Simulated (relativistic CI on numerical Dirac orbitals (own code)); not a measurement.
What each ingredient does to the levels of Pt¹⁷⁺

Base calculation: Dirac-Coulomb-Breit CI, separate exchange-only KLI orbitals for each configuration, QED by a radiative potential, unscaled Slater integrals.

Configurations in the expansion (outside the closed core [Kr]): 4d10.4f13.5s2, 4d10.4f14.5s, 4d10.4f13.5s.5p, 4d10.4f14.5p, 4d10.4f12.5s2.5p, 4d10.4f13.5s.5d, 4d10.4f12.5s.5p2, 4d10.4f14.5d, 4d10.4f13.5s.5f, 4d10.4f12.5s2.5d, 4d10.4f13.5p.5d, 4d9.4f14.5s2, 4d10.4f14.6s. Double excitations out of closed p, d and f shells are left out; levels of such configurations are missing from the list, as are those of other unlisted configurations, and high levels can miss mixing partners.

The lowest level and the first level of each name with at least 55 % of one term (blank where a level has no safe partner in the second run):

```
                    Level  Base (cm⁻¹)  Shift (cm⁻¹)
      4d10.4f14.5s 2S_1/2            0             0
    4d10.4f13.5s2 2F°_7/2        35752       +342044
    4d10.4f13.5s2 2F°_5/2        63257       +314540
     4d10.4f14.5p 2P°_1/2       327975        -42190
4d10.4f12.5s2.5p 4G°_11/2       385051       +642084
4d10.4f12.5s2.5p 4I°_11/2       414157       +624563
4d10.4f12.5s2.5p 2K°_13/2       465076              
4d10.4f12.5s2.5p 2H°_11/2       468251              
 4d10.4f12.5s2.5p 4P°_1/2       469066       +618969
  4d10.4f13.5s.5p 4G_11/2       481153       +124140
   4d10.4f13.5s.5p 4F_9/2       498588              
   4d10.4f13.5s.5p 4D_1/2       500788        +96522
     4d10.4f14.5p 2P°_3/2       501404       -215619
   4d10.4f13.5s.5p 2G_9/2       517398
```

At this charge transitions that keep the count of f electrons are usually good to a few per cent. Levels that differ in their count of f electrons can be misplaced by several ten thousand cm⁻¹, since the correlation energy of f electrons is missing or only estimated; rates across such gaps can be off by orders of magnitude. The computed lowest level isn't the tabulated ground level, which NIST ASD gives as 4f13 5s2 2F°7/2; for such ions that label comes from theory and may be the wrong one.

(1) One thing was changed in a second run, which moved the levels as shown. Which?
A. configuration mixing switched off
B. QED terms removed
C. non-relativistic limit
D. Breit term removed

## Answers

(1) C. Non-relativistic limit. Without relativity the fine structure collapses and s electrons lose their extra binding.

LS names give the leading component of a level, which can be under half, so a name can repeat, a term be missing and a line seem to break the LS rules.
